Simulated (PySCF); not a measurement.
**`CC[Si@@H](C)O[SiH2]O`, C₃H₁₂O₂Si₂**

Geometry:
```tsv
atom	x (Å)	y (Å)	z (Å)
C1	-2.397	-1.552	0.355
C2	-0.899	-1.330	0.528
Si3	-0.221	0.054	-0.589
C4	-1.021	1.727	-0.186
O5	1.384	0.128	-0.334
Si6	2.773	0.929	-0.085
O7	3.942	-0.146	0.228
H8	-2.949	-0.647	0.596
H9	-2.626	-1.823	-0.673
H10	-2.752	-2.350	1.005
H11	-0.375	-2.264	0.317
H12	-0.694	-1.098	1.575
H13	-0.363	-0.277	-2.014
H14	-2.074	1.745	-0.450
H15	-0.531	2.528	-0.731
H16	-0.942	1.958	0.873
H17	2.694	1.720	1.131
H18	3.044	1.680	-1.308
H19	3.995	-0.973	-0.245
```

Theory: GIAO PBE/pcSseg-1 magnetisability, rotational g tensor and spin-rotation constants, non-relativistic, gas phase in PySCF 2.14.0. Geometry: GFN2-xTB.

(1) What are the magnetisability and the molar susceptibility?

(2) Split it along the inertial axes a, b, c into diamagnetic and paramagnetic parts about the centre of mass, with the quadrupole moment.

(3) And the rotational g tensor?

Results:

(1) Isotropic -1397 × 10⁻³⁰ J/T², or -84.1 × 10⁻⁶ cm³/mol; principal values -1485, -1357, -1348 × 10⁻³⁰ J/T², anisotropy 133 × 10⁻³⁰ J/T² (root of half the summed squared differences of the principal values). The susceptibility is in cgs units.

(2) 
| axis | χ (10⁻⁶ cm³/mol) | diamagnetic (10⁻⁶ cm³/mol) | paramagnetic (10⁻⁶ cm³/mol) | summed x² of all electrons (Å²) | quadrupole Θ (D Å) |
| --- | --- | --- | --- | --- | --- |
| a | -89.0 | -513.8 | 424.8 | 352.0 | -4.04 |
| b | -81.4 | -1623.0 | 1541.7 | 90.5 | +4.87 |
| c | -82.0 | -1877.2 | 1795.2 | 30.6 | -0.82 |

Anisotropies 2χaa − χbb − χcc = -14.7 and 2χbb − χaa − χcc = +8.2 × 10⁻⁶ cm³/mol. Θ is traceless in Buckingham's convention.

(3) 
```csv
axis,rotational constant (GHz),g,nuclear part,electronic part
a,3.3767,-0.0235,0.6503,-0.6738
b,0.8114,-0.0106,0.5771,-0.5877
c,0.6964,-0.0078,0.5796,-0.5874
```
Asymmetric top; isotopes 12C, 1H, 16O, 28Si; no vibrational averaging.
